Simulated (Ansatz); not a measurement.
# Molecular dynamics of H10HfN4O

The input (input.yaml):

```yaml
crystal:
  periodic: [false, false, false]
  atoms:
    - { symbol: Hf, position_ang: [-0.154999, -0.000238, 0.062735] }
    - { symbol: "N", position_ang: [0.00386, -0.181657, 2.165481] }
    - { symbol: H, position_ang: [-0.63261, -0.557475, 2.878939] }
    - { symbol: H, position_ang: [0.922403, -0.103449, 2.618288] }
    - { symbol: "N", position_ang: [1.835063, 0.106126, -0.459587] }
    - { symbol: H, position_ang: [2.429197, -0.619609, -0.875063] }
    - { symbol: H, position_ang: [2.414129, 0.947599, -0.342905] }
    - { symbol: "N", position_ang: [-0.858311, 1.688233, -0.912904] }
    - { symbol: H, position_ang: [-1.732795, 2.183615, -0.706806] }
    - { symbol: H, position_ang: [-0.347957, 2.220729, -1.626166] }
    - { symbol: "N", position_ang: [-0.887417, -1.769337, -0.727485] }
    - { symbol: H, position_ang: [-0.66026, -2.690157, -0.330775] }
    - { symbol: H, position_ang: [-1.38825, -1.924246, -1.609577] }
    - { symbol: O, position_ang: [-2.453231, 0.296058, 0.98735] }
    - { symbol: H, position_ang: [-2.776567, -0.6263, 0.943671] }
    - { symbol: H, position_ang: [-2.161554, 0.420408, 1.915306] }
basis:
  gaussian: { orbitals: def2-SVP }
hamiltonian:
  xc: pbe
md:
  timestep: 0.5
  n_steps: 200
  ensemble: nve
  temperature: 300.0
  initial_velocities: maxwell_boltzmann
  seed: 7958
```

Launched with:

```bash
$ ansatz run input.yaml --threads 4 --pin off --max-ram 5120MiB --backend cpu --events-out ev --progress --plain --runs-dir out
```

It starts at the highest image of a converged band, a first-order saddle point between two minima.

Output, in part (one step line in 7, the closing report, with atoms numbered from 0):

```
md step     0: t =     0.00 fs  T =   300.0 K  F+E_penalty+E_count = -9465.95062877 eV  E_kin = 0.542892 eV  conserved = -9465.40773677 eV  (30 SCF iters)
md step     7: t =     3.50 fs  T =   211.1 K  F+E_penalty+E_count = -9465.78776398 eV  E_kin = 0.382076 eV  conserved = -9465.40568767 eV  (31 SCF iters)
md step    14: t =     7.00 fs  T =   114.5 K  F+E_penalty+E_count = -9465.60985778 eV  E_kin = 0.207218 eV  conserved = -9465.40263945 eV  (32 SCF iters)
md step    21: t =    10.50 fs  T =   194.4 K  F+E_penalty+E_count = -9465.75818970 eV  E_kin = 0.351817 eV  conserved = -9465.40637315 eV  (31 SCF iters)
md step    28: t =    14.00 fs  T =   183.4 K  F+E_penalty+E_count = -9465.73899905 eV  E_kin = 0.331840 eV  conserved = -9465.40715910 eV  (33 SCF iters)
md step    35: t =    17.50 fs  T =    75.5 K  F+E_penalty+E_count = -9465.53995241 eV  E_kin = 0.136651 eV  conserved = -9465.40330139 eV  (31 SCF iters)
md step    42: t =    21.00 fs  T =   122.6 K  F+E_penalty+E_count = -9465.62508775 eV  E_kin = 0.221782 eV  conserved = -9465.40330624 eV  (33 SCF iters)
md step    49: t =    24.50 fs  T =   205.1 K  F+E_penalty+E_count = -9465.77735579 eV  E_kin = 0.371092 eV  conserved = -9465.40626382 eV  (31 SCF iters)
md step    56: t =    28.00 fs  T =   163.1 K  F+E_penalty+E_count = -9465.70042170 eV  E_kin = 0.295067 eV  conserved = -9465.40535518 eV  (32 SCF iters)
md step    63: t =    31.50 fs  T =   129.7 K  F+E_penalty+E_count = -9465.63757874 eV  E_kin = 0.234799 eV  conserved = -9465.40277956 eV  (32 SCF iters)
md step    70: t =    35.00 fs  T =   169.4 K  F+E_penalty+E_count = -9465.71114236 eV  E_kin = 0.306615 eV  conserved = -9465.40452783 eV  (32 SCF iters)
md step    77: t =    38.50 fs  T =   162.1 K  F+E_penalty+E_count = -9465.69991040 eV  E_kin = 0.293352 eV  conserved = -9465.40655839 eV  (31 SCF iters)
md step    84: t =    42.00 fs  T =   117.1 K  F+E_penalty+E_count = -9465.61697018 eV  E_kin = 0.211951 eV  conserved = -9465.40501965 eV  (33 SCF iters)
md step    91: t =    45.50 fs  T =   117.1 K  F+E_penalty+E_count = -9465.61549136 eV  E_kin = 0.211916 eV  conserved = -9465.40357528 eV  (32 SCF iters)
md step    98: t =    49.00 fs  T =   143.5 K  F+E_penalty+E_count = -9465.66577016 eV  E_kin = 0.259648 eV  conserved = -9465.40612228 eV  (33 SCF iters)
md step   105: t =    52.50 fs  T =   150.8 K  F+E_penalty+E_count = -9465.67924386 eV  E_kin = 0.272933 eV  conserved = -9465.40631097 eV  (32 SCF iters)
md step   112: t =    56.00 fs  T =   154.2 K  F+E_penalty+E_count = -9465.68292485 eV  E_kin = 0.278992 eV  conserved = -9465.40393329 eV  (31 SCF iters)
md step   119: t =    59.50 fs  T =   169.4 K  F+E_penalty+E_count = -9465.71122959 eV  E_kin = 0.306524 eV  conserved = -9465.40470576 eV  (32 SCF iters)
md step   126: t =    63.00 fs  T =   176.5 K  F+E_penalty+E_count = -9465.72531588 eV  E_kin = 0.319324 eV  conserved = -9465.40599183 eV  (31 SCF iters)
md step   133: t =    66.50 fs  T =   178.4 K  F+E_penalty+E_count = -9465.72761389 eV  E_kin = 0.322928 eV  conserved = -9465.40468624 eV  (32 SCF iters)
md step   140: t =    70.00 fs  T =   171.0 K  F+E_penalty+E_count = -9465.71311939 eV  E_kin = 0.309489 eV  conserved = -9465.40363000 eV  (31 SCF iters)
md step   147: t =    73.50 fs  T =   195.7 K  F+E_penalty+E_count = -9465.75935806 eV  E_kin = 0.354161 eV  conserved = -9465.40519677 eV  (32 SCF iters)
md step   154: t =    77.00 fs  T =   240.7 K  F+E_penalty+E_count = -9465.84097950 eV  E_kin = 0.435574 eV  conserved = -9465.40540525 eV  (31 SCF iters)
md step   161: t =    80.50 fs  T =   240.2 K  F+E_penalty+E_count = -9465.83868007 eV  E_kin = 0.434652 eV  conserved = -9465.40402852 eV  (31 SCF iters)
md step   168: t =    84.00 fs  T =   221.1 K  F+E_penalty+E_count = -9465.80455530 eV  E_kin = 0.400099 eV  conserved = -9465.40445654 eV  (32 SCF iters)
md step   175: t =    87.50 fs  T =   243.4 K  F+E_penalty+E_count = -9465.84648666 eV  E_kin = 0.440501 eV  conserved = -9465.40598565 eV  (32 SCF iters)
md step   182: t =    91.00 fs  T =   236.0 K  F+E_penalty+E_count = -9465.83203035 eV  E_kin = 0.427033 eV  conserved = -9465.40499781 eV  (32 SCF iters)
md step   189: t =    94.50 fs  T =   182.2 K  F+E_penalty+E_count = -9465.73365591 eV  E_kin = 0.329772 eV  conserved = -9465.40388346 eV  (32 SCF iters)
md step   196: t =    98.00 fs  T =   200.5 K  F+E_penalty+E_count = -9465.76868065 eV  E_kin = 0.362838 eV  conserved = -9465.40584268 eV  (32 SCF iters)
md step   200: t =   100.00 fs  T =   174.8 K  F+E_penalty+E_count = -9465.71998947 eV  E_kin = 0.316317 eV  conserved = -9465.40367244 eV  (33 SCF iters)
Total energy: -9465.72008596 eV, -347.8587970634 hartree
Atom 0 at    -0.158759     0.012090     0.041972 Å, force     1.318825    -0.173583    -0.191539 eV/Å
Atom 1 at    -0.194718    -0.018065     2.210989 Å, force     1.280904     0.142246     0.449072 eV/Å
Atom 2 at     0.538425    -0.671684     2.606012 Å, force    -0.824241     0.672265    -0.193370 eV/Å
Atom 3 at    -0.142598     0.867569     2.784271 Å, force    -0.036926    -0.899176    -0.516811 eV/Å
Atom 4 at     1.921288    -0.091940    -0.543021 Å, force    -1.875495     0.715260     0.915876 eV/Å
Atom 5 at     2.394380    -0.748722    -1.168832 Å, force     0.277987     0.259871     0.056297 eV/Å
Atom 6 at     2.478436     0.750204    -0.275081 Å, force     0.050303    -0.813622    -0.417292 eV/Å
Atom 7 at    -0.704457     1.813515    -0.793185 Å, force     0.027668    -0.453603     0.123191 eV/Å
Atom 8 at    -1.634995     2.176959    -0.618233 Å, force    -0.665122     0.141714     0.248028 eV/Å
Atom 9 at    -0.310270     2.413911    -1.511648 Å, force     0.431549     0.084518    -0.273482 eV/Å
Atom 10 at    -0.863465    -1.805744    -0.669756 Å, force     0.221093     2.260207     0.788299 eV/Å
Atom 11 at    -0.401694    -2.664498    -0.568329 Å, force     1.231650    -1.982386     0.506031 eV/Å
Atom 12 at    -1.530636    -1.955454    -1.380885 Å, force    -1.423941    -0.118281    -1.405763 eV/Å
Atom 13 at    -2.499332     0.109110     1.112758 Å, force     0.045820     0.174396    -0.300515 eV/Å
Atom 14 at    -3.017081    -0.693282     0.941575 Å, force    -0.145474    -0.178523    -0.201457 eV/Å
Atom 15 at    -1.820205    -0.195473     1.803273 Å, force     0.085402     0.168697     0.413435 eV/Å
Dipole moment:    -0.006545    -0.202772    -0.018959 e Å
```

The run went to its last step. The conserved energy stayed within 0.34 meV per atom of its start (net change 0.25 meV per atom), so the integration is sound. A run of 0.1 ps of so small a system gives no equilibrium averages. The orbitals stay closed-shell, which can raise the energy where a bond breaks towards radicals; this wasn't checked here.

Between its relaxed ends the band would form N2–H16 and break O14–H16. These pairs go: N2–H16 2.26 → 1.69 Å, O14–H16 0.98 → 1.02 Å. In the last frame they stand as before the step (other bonds may differ from the relaxed reactants and products). It ends as one piece, H10HfN4O. Pairs count as bonded within 1.25 times the sum of covalent radii (0.12 Å more for H–H).

Last frame:

```xyz
16
Properties=species:S:1:pos:R:3
Hf -0.159 0.012 0.042
N -0.195 -0.018 2.211
H 0.538 -0.672 2.606
H -0.143 0.868 2.784
N 1.921 -0.092 -0.543
H 2.394 -0.749 -1.169
H 2.478 0.750 -0.275
N -0.705 1.813 -0.793
H -1.635 2.177 -0.618
H -0.310 2.414 -1.512
N -0.864 -1.806 -0.670
H -0.402 -2.664 -0.568
H -1.531 -1.956 -1.381
O -2.499 0.109 1.113
H -3.017 -0.693 0.942
H -1.820 -0.196 1.803
```

Time of the run: 7.8 min on 4 threads of Arm Neoverse V1, with other jobs on the host, peak memory 0.22 GiB.
